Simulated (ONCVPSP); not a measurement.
# Before and after: ONCV potential for Se (Z = 34)

| Property | Result |
| --- | --- |
| Element | selenium |
| Generator | ONCVPSP 4.0.1 |
| Type | optimised norm-conserving Vanderbilt (ONCV) |
| Functional | LDA (Perdew-Wang 92) |
| Relativity | scalar-relativistic |
| Frozen core | [Ne] |
| Valence charge | 24 |
| Reference configuration | 3s2 3p6 3d10 4s2 4p4 |
| Partial waves | 3s+4s: rc 1.00 bohr, ncon 5, nbas 9, qcut 11.9 1/bohr, 2 projectors; 3p+4p: rc 1.05 bohr, ncon 4, nbas 8, qcut 14.1 1/bohr, 2 projectors; 3d: rc 1.00 bohr, ncon 4, nbas 8, qcut 14.6 1/bohr, local |
| Local potential | the d channel |
| Core correction | none |

All-electron outer shells of the reference configuration (LDA (PZ), scalar-relativistic, ld1.x):

| shell | level (eV) | outermost node (bohr) | outermost maximum (bohr) |
| --- | --- | --- | --- |
| 2s | -1604.72 | 0.06 | 0.17 |
| 2p | -1412.93 | – | 0.13 |
| 3s | -212.67 | 0.24 | 0.50 |
| 3p | -152.70 | 0.21 | 0.50 |
| 3d | -53.39 | – | 0.45 |
| 4s | -17.49 | 0.70 | 1.51 |
| 4p | -6.66 | 0.74 | 1.80 |

Change: s: qcut 16; p: qcut 19; d: qcut 19.7.

Cutoffs: the cutoffs (Ha) at which the residual kinetic energy of the hardest occupied pseudo-wave falls to 1 and 0.1 mHa per electron; they do not see the model core or the augmentation charge, which bear on the density cutoff. Errors are all-electron minus pseudo energies relative to the spin-unpolarised reference configuration.

Predict the effect on cutoff, ghosts and configuration errors.

The potential gets harder (95 Ha and 106 Ha → 131 Ha and 147 Ha); both files keep a bound ghost (s); of the 4 tests that both files solve, the error grows in 0 and shrinks in 2 by more than 15 % and 0.3 meV (median size 7.3 → 5.6 meV); the range in which the s phases agree widens (upper end 1.9 → at the end of the scan).

| quantity | base | changed |
| --- | --- | --- |
| cutoff, loose | 95 Ha | 131 Ha |
| cutoff, tight | 106 Ha | 147 Ha |
| loose cutoff by channel | s 59 Ha, p 68 Ha, d 95 Ha | s 86 Ha, p 65 Ha, d 131 Ha |
| bound ghosts | s | s |
| GHOST(+) flags under 300 eV | none | none |
| error for 3s2 3p6 3d10 4s2 4p3, meV [ΔE 11.00 eV] | -1.1 | -1.1 |
| error for 3s2 3p6 3d10 4s2 4p2, meV [ΔE 31.56 eV] | -4.1 | -3.5 |
| error for 3s2 3p6 3d10 4s2 4p1, meV [ΔE 62.71 eV] | -10 | -7.8 |
| error for 3s2 3p6 3d10 4s2 4p0, meV [ΔE 105.28 eV] | -23 | -15 |
| s: phases at 1.02 bohr within 0.05 rad from the reference energy up to (Ha; the scan ends near 5) | 1.9 | to the end of the scan |
| p: phases at 1.07 bohr within 0.05 rad from the reference energy up to (Ha; the scan ends near 5) | to the end of the scan | to the end of the scan |
| d: phases at 1.02 bohr within 0.05 rad from the reference energy up to (Ha; the scan ends near 5) | 0.1 | 0.9 |

 A true bound ghost makes a file unfit for plane-wave use even where its test errors are small: the radial tests pick states by their node count and pass the ghost by.
